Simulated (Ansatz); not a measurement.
Geometry optimisation, RKS PBE-D4/def2-SVP (Ansatz 0.2.0).

The input (input.yaml):

```yaml
crystal:
  periodic: [false, false, false]
  atoms:
    - { symbol: Ge, position_ang: [0.271373, -0.079358, 0.00468] }
    - { symbol: O, position_ang: [0.734521, -0.072118, 1.710514] }
    - { symbol: H, position_ang: [-0.001337, -0.193716, 2.34165] }
    - { symbol: H, position_ang: [1.76506, 0.07882, -0.288088] }
    - { symbol: F, position_ang: [-0.662704, 1.355261, -0.400234] }
    - { symbol: H, position_ang: [-0.595012, -1.264189, -0.485323] }
basis:
  gaussian: { orbitals: def2-SVP }
hamiltonian:
  xc: pbe
  dispersion: d4
relax:
  f_tol: 0.03
  max_steps: 50
output:
  orbitals: {}
```

Command:

```bash
$ ansatz run input.yaml --threads 1 --pin off --max-ram 2048MiB --backend cpu --events-out ev --progress --plain --runs-dir out
```

Q: Where does it end, and by what steps?

A: The forces met the threshold. After 5 steps the energy has fallen by 0.252 eV; H4 moved furthest, 0.30 Å.

| step | energy less start (eV) | largest force component (eV/Å) | accepted |
| --- | --- | --- | --- |
| 0 | 0.0000 | 1.051 | yes |
| 1 | -0.2113 | 0.267 | yes |
| 2 | -0.2393 | 0.205 | yes |
| 3 | -0.2484 | 0.249 | yes |
| 4 | -0.2513 | 0.050 | yes |
| 5 | -0.2516 | 0.013 | yes |

```xyz
6
Properties=species:S:1:pos:R:3
Ge 0.360 -0.068 0.059
O 0.664 -0.072 1.817
H -0.159 -0.214 2.321
H 1.748 0.085 -0.592
F -0.592 1.362 -0.327
H -0.510 -1.270 -0.395
```

Whether the end is a true minimum wasn't checked by a vibrational analysis.

Run time: 12 s on 1 thread of Arm Neoverse V1, on a shared host, peak memory 0.13 GiB.
